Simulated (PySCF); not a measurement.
Energy profile

The step: GeHF ([F][GeH]) + H₂ → GeH₂ + HF; bonds formed: Ge1–H4, F2–H3; bonds broken: Ge1–F2, H3–H4 (atoms numbered as in the saddle structure below).

```tsv
atom	x (Å)	y (Å)	z (Å)
Ge1	-0.9581	-0.1482	0.4537
F2	0.4408	-1.0614	-0.7181
H3	0.4055	0.1362	-0.7885
H4	-0.0280	1.0117	-0.5346
H5	0.1398	0.0619	1.5875
```

Electronic energies by CCSD(T) at an estimated basis limit (MP2 extrapolated from triple and quadruple zeta, plus CCSD(T) − MP2 in triple zeta), on PBE0-D4/def2-TZVP structures; GeH₃F, closed shell; no counterpoise correction. Computed with PySCF 2.14 with density fitting (its default auxiliary sets; JK sets also for MP2 and CCSD(T)) (basis: def2-TZVPP and def2-QZVPP); correlated methods freeze the cores. Filled d shells of the heavier atoms are correlated. The def2 sets are not built for correlating such inner shells, so the correlated values are less sure here. Extrapolation: Hartree–Fock as exp(−7.88 √X), correlation as X^−2.97.

Problem. Give the profile in eV, counted from the separated reactants. (An estimate is asked for; the value comes from the calculation.)

Solution. By the calculation:
```json
{"point": "separated: GeHF (linked as [F][GeH]; Ge1, F2, H5; singlet) + H₂ (H3, H4; singlet)", "eV": "0.000"}
{"point": "start structure", "eV": "-0.072"}
{"point": "saddle", "eV": "1.127"}
{"point": "end structure", "eV": "0.615"}
{"point": "separated: GeH₂ (Ge1, H4, H5; singlet) + HF (F2, H3; singlet)", "eV": "0.879"}
```

T1 diagnostic: at most 0.015. The restricted Hartree–Fock reference is unstable towards an unrestricted one at one or more of these structures.

For scale, one of the runs: CCSD(T)/def2-TZVPP, 121 basis functions, launched by `OMP_NUM_THREADS=4 python run.py`. Hardware: 4 CPU threads of a Oxide Virtual Turin-like, shared host. Wall time 32 s; peak host memory 0.67 GiB.
